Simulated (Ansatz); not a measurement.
`[SH][SnH]([SH])[SH]` + H• → `[SH][Sn]([SH])[SH]`• + H₂  (hydrogen abstraction from the Sn–H bond)

Calculated with Ansatz (gas phase, PBE0-D4/def2-TZVP geometries, no zero-point term in ΔE). CCSD(T)/CBS is the MP2 limit (def2-TZVPP, def2-QZVPP) plus CCSD(T) − MP2 in def2-TZVPP, frozen cores. This one scheme is used for every species, atoms too. Functionals use def2-TZVPP. B3LYP here is the variant with VWN-RPA as its local correlation; programs differ in this. Open shells (•) are unrestricted, without spin–orbit coupling. Elements past krypton have def2 core potentials. Bonds to Sn are less sure, by a few kJ/mol each and by 10 to 20 or more in all where they break to atoms, as the def2 sets lack core-valence functions. One conformer a species, not always the lowest.

| level | ΔE (kcal/mol) | difference from CCSD(T)/CBS |
| --- | --- | --- |
| PBE-D4 | -39.9 | -4.7 |
| r2SCAN-D4 | -40.0 | -4.8 |
| PBE0-D4 | -36.0 | -0.8 |
| B3LYP-D4 | -42.2 | -7.0 |
| ωB97X-V | -33.4 | 1.8 |
| ωB97M-V | -36.0 | -0.8 |
| B2PLYP | -38.8 | -3.6 |
| PBE | -40.2 | -5.0 |
| r2SCAN | -40.1 | -4.9 |
| PBE0 | -36.2 | -1.0 |
| B3LYP | -42.7 | -7.5 |
| HF/def2-TZVPP | -27.0 | 8.2 |
| MP2/def2-TZVPP | -31.9 | 3.3 |
| SCS-MP2/def2-TZVPP | -33.5 | 1.7 |
| CCSD/def2-TZVPP | -34.7 | 0.5 |
| CCSD(T)/def2-TZVPP | -35.0 | 0.2 |
| HF/def2-QZVPP | -27.3 | 7.9 |
| MP2/def2-QZVPP | -32.1 | 3.1 |
| SCS-MP2/def2-QZVPP | -33.6 | 1.6 |
| HF/CBS(def2) | -27.3 | 7.9 |
| MP2/CBS(def2) | -32.1 | 3.1 |
| CCSD/CBS(def2) | -34.9 | 0.3 |
| CCSD(T)/CBS | -35.2 | 0 |

Largest T1 diagnostic among the species: 0.017.

From PBE to PBE0 (25 % exact exchange), in def2-TZVPP and without D4, ΔE moves by +3.9 kcal/mol. In def2-TZVPP, CCSD(T) changes the Hartree–Fock value by −8.0 kcal/mol (the triples alone add −0.3 kcal/mol) and MP2 by −4.8 kcal/mol.
